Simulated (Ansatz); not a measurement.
A nudged elastic band was laid between two geometries of CH6OSi + FH + FH (13 atoms, charge 0, multiplicity 1).

All numbers below come from RKS PBE0-D4/def2-SVP (Ansatz).

```json
{
 "movable images": "7",
 "climbing image": "yes",
 "spring": "5.0 eV/Å²",
 "optimiser": "quadratic models (default)",
 "start path": "through a guess of the saddle point",
 "force threshold": "0.05 eV/Å",
 "iteration limit": "60",
 "end points": "relaxed"
}
```

First end point:

```xyz
13
Properties=species:S:1:pos:R:3
Si -0.785 -0.173 -0.836
C 0.976 -0.665 -1.196
H -1.738 -0.458 -1.942
H -1.253 -1.062 0.316
O -0.948 1.416 -0.416
H 0.485 0.864 2.016
F 0.992 1.468 1.495
H -0.950 -0.596 1.686
F -0.553 -0.257 2.477
H 1.613 -0.364 -0.349
H 1.074 -1.752 -1.345
H 1.347 -0.154 -2.098
H -0.260 1.733 0.192
```

Last end point:

```xyz
13
Properties=species:S:1:pos:R:3
Si -1.559 0.882 0.055
C 1.676 -1.003 -0.643
H -1.898 -0.546 -0.096
H -2.675 1.741 0.532
O -0.938 1.404 -1.375
H -0.037 -0.457 2.067
F -0.411 1.006 1.232
H 1.130 -1.231 0.282
F -0.124 -1.357 2.285
H 2.614 -0.488 -0.394
H 1.904 -1.939 -1.171
H 1.068 -0.356 -1.290
H -0.751 2.342 -1.485
```

Task: What changes between the two ends?

Result: Bonds broken: Si1–C2, H6–F7, H8–F9. Bonds formed: Si1–F7, C2–H8, H6–F9. CH6OSi + FH + FH becomes CH4 + FH + FH3OSi.

Task: Give the energies along the band, and the barrier.

Result: The run converged. The highest image is number 4 of 0 to 8, 1.52 eV above the first end and 2.56 eV above the last; the last end lies 1.04 eV below the first. Neighbouring images differ by up to 1.7 eV, so the band resolves the path poorly. A vibrational analysis at the climbing image gives one clearly imaginary mode, 1126i cm⁻¹: a first-order saddle point. The orbitals stay closed-shell, which can raise the energy where a bond breaks towards radicals; this wasn't checked here.

```json
{"image": "0", "path coordinate (Å)": "0.00", "energy (eV)": "0.00", "Si1–C2 (Å)": "1.86", "H6–F7 (Å)": "0.94", "H8–F9 (Å)": "0.95"}
{"image": "1", "path coordinate (Å)": "1.06", "energy (eV)": "0.01", "Si1–C2 (Å)": "1.86", "H6–F7 (Å)": "0.94", "H8–F9 (Å)": "0.95"}
{"image": "2", "path coordinate (Å)": "2.12", "energy (eV)": "0.13", "Si1–C2 (Å)": "1.87", "H6–F7 (Å)": "0.94", "H8–F9 (Å)": "0.94"}
{"image": "3", "path coordinate (Å)": "3.18", "energy (eV)": "0.40", "Si1–C2 (Å)": "1.91", "H6–F7 (Å)": "0.94", "H8–F9 (Å)": "0.94"}
{"image": "4", "path coordinate (Å)": "4.25", "energy (eV)": "1.52", "Si1–C2 (Å)": "2.07", "H6–F7 (Å)": "1.12", "H8–F9 (Å)": "1.27"}
{"image": "5", "path coordinate (Å)": "5.55", "energy (eV)": "-0.16", "Si1–C2 (Å)": "2.81", "H6–F7 (Å)": "1.57", "H8–F9 (Å)": "2.01"}
{"image": "6", "path coordinate (Å)": "6.84", "energy (eV)": "-0.92", "Si1–C2 (Å)": "3.45", "H6–F7 (Å)": "1.68", "H8–F9 (Å)": "2.30"}
{"image": "7", "path coordinate (Å)": "8.14", "energy (eV)": "-1.03", "Si1–C2 (Å)": "3.75", "H6–F7 (Å)": "1.72", "H8–F9 (Å)": "2.42"}
{"image": "8", "path coordinate (Å)": "9.44", "energy (eV)": "-1.04", "Si1–C2 (Å)": "3.81", "H6–F7 (Å)": "1.73", "H8–F9 (Å)": "2.37"}
```

Task: What is the geometry of the highest image?

Result: 
```xyz
13
Properties=species:S:1:pos:R:3
Si -0.926 0.201 -0.411
C 0.895 -0.787 -0.513
H -1.369 -0.596 -1.595
H -1.864 -0.161 0.678
O -0.888 1.712 -1.088
H 0.219 0.272 1.784
F 0.030 1.190 1.174
H 0.464 -0.894 0.714
F 0.378 -0.855 1.981
H 1.858 -0.812 0.029
H 0.763 -1.712 -1.086
H 1.063 0.051 -1.214
H -0.624 2.390 -0.455
```

Time of the run: 6.5 min on 2 threads of AMD EPYC 9R14 (Zen 4), on a shared host, peak memory 0.29 GiB.
